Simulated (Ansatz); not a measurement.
Cost and result for the atomization energy of CH4ClGa, SMILES `[CH3][GaH][Cl]` (7 atoms, 6 bonds).

| atom | x (Å) | y (Å) | z (Å) |
| --- | --- | --- | --- |
| C1 | 0.7455 | 0.4301 | -0.4236 |
| Ga2 | -0.6959 | -0.6234 | 0.3663 |
| Cl3 | -2.1738 | 0.4775 | 1.4934 |
| H4 | 1.7148 | 0.0581 | -0.0833 |
| H5 | 0.6496 | 1.4815 | -0.1549 |
| H6 | 0.7224 | 0.3361 | -1.5122 |
| H7 | -0.9627 | -2.1598 | 0.3143 |

The species carries charge 0 and has multiplicity 1. Correlated methods include outer-core shells of Ga, which these sets cover unevenly. Scalar relativity is left out up to krypton. The structure was optimised at the PBE0-D4/def2-TZVP level. Program: Ansatz. All runs use 2 threads of a server CPU on a shared host. Times are those of one run each, without the atoms' runs, and a repeat can differ threefold. Electronic energies, without spin–orbit coupling; frozen cores. CCSD(T)/CBS adds CCSD(T) − MP2 in def2-TZVPP to the MP2 limit, and its time is that of the two runs behind it. T1 = 0.011. With those shells the extrapolation isn't a true limit. B3LYP takes the VWN-RPA correlation (the form of Gaussian; ORCA's B3LYP/G).

CCSD(T)/CBS is a level of theory with its own doubt, some kJ/mol a heavy atom from the limit and from the frozen cores, so smaller differences don't rank the functionals.

```json
{"level": "BLYP-D4/def2-TZVPP", "functions": "177", "wall time": "1.9 s"}
{"level": "PBE-D4/def2-TZVPP (with forces)", "functions": "177", "wall time": "2.1 s"}
{"level": "CCSD(T)/def2-SVP", "functions": "84", "wall time": "2.4 s"}
{"level": "BHLYP-D4/def2-TZVPP", "functions": "177", "wall time": "2.9 s"}
{"level": "CAM-B3LYP-D4/def2-TZVPP", "functions": "177", "wall time": "3 s"}
{"level": "B3LYP-D4/def2-TZVPP (with forces)", "functions": "177", "wall time": "3.9 s"}
{"level": "B2PLYP/def2-TZVPP", "functions": "177", "wall time": "4.5 s"}
{"level": "PBE-QIDH/def2-TZVPP", "functions": "177", "wall time": "4.5 s"}
{"level": "r2SCANh-D4/def2-TZVPP", "functions": "177", "wall time": "4.9 s"}
{"level": "ωB97M-V/def2-TZVPP (with forces)", "functions": "177", "wall time": "11 s"}
{"level": "MP2/def2-QZVPP", "functions": "336", "wall time": "15 s"}
{"level": "CCSD(T)/def2-TZVPP", "functions": "177", "wall time": "43 s"}
{"level": "CCSD(T)/CBS(def2)", "functions": "–", "wall time": "58 s"}
```

Task: What atomization energy does each give, and how far from CCSD(T)/CBS? (Best estimate.)

Result: Computed: 
```tsv
level	atomization (kJ/mol)	difference from CCSD(T)/CBS	per bond
BLYP-D4/def2-TZVPP	2163.9	-52.6	-8.8
PBE-D4/def2-TZVPP (with forces)	2215.7	-0.8	-0.1
CCSD(T)/def2-SVP	2102.5	-114.0	-19.0
BHLYP-D4/def2-TZVPP	2157.1	-59.4	-9.9
CAM-B3LYP-D4/def2-TZVPP	2203.0	-13.5	-2.2
B3LYP-D4/def2-TZVPP (with forces)	2187.5	-29.0	-4.8
B2PLYP/def2-TZVPP	2178.6	-37.9	-6.3
PBE-QIDH/def2-TZVPP	2210.7	-5.8	-1.0
r2SCANh-D4/def2-TZVPP	2213.0	-3.5	-0.6
ωB97M-V/def2-TZVPP (with forces)	2207.9	-8.6	-1.4
MP2/def2-QZVPP	2220.3	3.8	0.6
CCSD(T)/def2-TZVPP	2175.1	-41.4	-6.9
CCSD(T)/CBS(def2)	2216.5	0.0	0.0
```

From PBE to PBE0 (25 % exact exchange), in def2-TZVPP and without D4, the atomization energy moves by −9.8 kJ/mol: exact exchange takes away binding that semilocal exchange gives to molecules. In def2-TZVPP, CCSD(T) changes the Hartree–Fock value by +491.4 kJ/mol (the triples alone add +25.9 kJ/mol) and MP2 by +512.6 kJ/mol; breaking electron pairs costs correlation energy, which Hartree–Fock lacks. The D4 term adds +19.8 kJ/mol with B3LYP and +10.3 kJ/mol with PBE0; it sums over pairs of atoms, weighted by their polarisabilities, and B3LYP, whose exchange is more repulsive, gets the larger term.
